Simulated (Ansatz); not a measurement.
Basis-set extrapolation for C3H7BO2 (`CB(C)OC=O`) (PBE0-D4/def2-TZVP geometry, frozen core, Ansatz 0.2.0). Multiplicity 1, RHF reference.

```
                      def2-TZVPP   def2-QZVPP
                 HF  -292.281804  -292.295298
    MP2 correlation    -1.065121    -1.141028
CCSD(T) correlation    -1.146955      not run
```

Energies in hartree. Use E(X) = E(∞) + A·exp(−7.88·√X) for Hartree–Fock and E(X) = E(∞) + B·X^(−2.97) for correlation, with X = 3 and 4, and add CCSD(T) minus MP2 of the smaller set to the MP2 limit.

What is the CCSD(T) energy at the basis-set limit?

HF limit: -292.295298 + (-0.013494) × 0.13774 = -292.29716. MP2 limit: -1.141028 + (-0.075907) × 0.74074 = -1.19726. Higher-order term: -1.146955 − (-1.065121) = -0.08183. Total: -293.57625 hartree, 387.2 kJ/mol below CCSD(T)/def2-TZVPP.
